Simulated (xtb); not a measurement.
Al(H)(Cl)(OEt) (C₂H₆AlClO), SMILES CC[O][AlH][Cl]. All values are semi-empirical tight-binding results from xtb (GFN2-xTB unless named), good for trends rather than for accurate numbers. Geometry: GFN2-xTB. The structure was generated by enumeration; whether it is a known compound was not checked. One conformer was computed; it need not be the lowest.

Optimised geometry:

Bond lengths (Å): Al1–H2 1.511, Al1–Cl3 2.026, Al1–O4 1.644, O4–C5 1.401, C5–C6 1.522, C5–H7 1.096, C5–H8 1.096, C6–H9 1.088, C6–H10 1.087, C6–H11 1.087. Bond angles (°): H2–Al1–Cl3 120.7, H2–Al1–O4 115.5, Cl3–Al1–O4 123.8, Al1–O4–C5 171.8, O4–C5–C6 111.1, O4–C5–H7 108.7, O4–C5–H8 108.6, C6–C5–H7 110.0, C6–C5–H8 109.9, H7–C5–H8 108.6, C5–C6–H9 109.9, C5–C6–H10 110.1, C5–C6–H11 109.8, H9–C6–H10 109.2, H9–C6–H11 108.6, H10–C6–H11 109.3.

A frequency run showed that this geometry is not a minimum.

For metal compounds this method's bond lengths and energies can be far off.

**Question.** Estimate the properties. (Estimate from the structure and the level; the computed values follow.)

**Answer.** 
```
Item          Result
-----------  -------
orbital gap  4.97 eV
```

Computed atomic charges and the Wiberg bond orders between heavy atoms:
charges (e) Al1 0.37, H2 -0.09, Cl3 -0.15, O4 -0.33, C5 0.09, C6 -0.12, H7 0.04, H8 0.04, H9 0.05, H10 0.05, H11 0.05. Bond orders Al1–Cl3 1.36, Al1–O4 1.38, O4–C5 0.96, C5–C6 1.01.
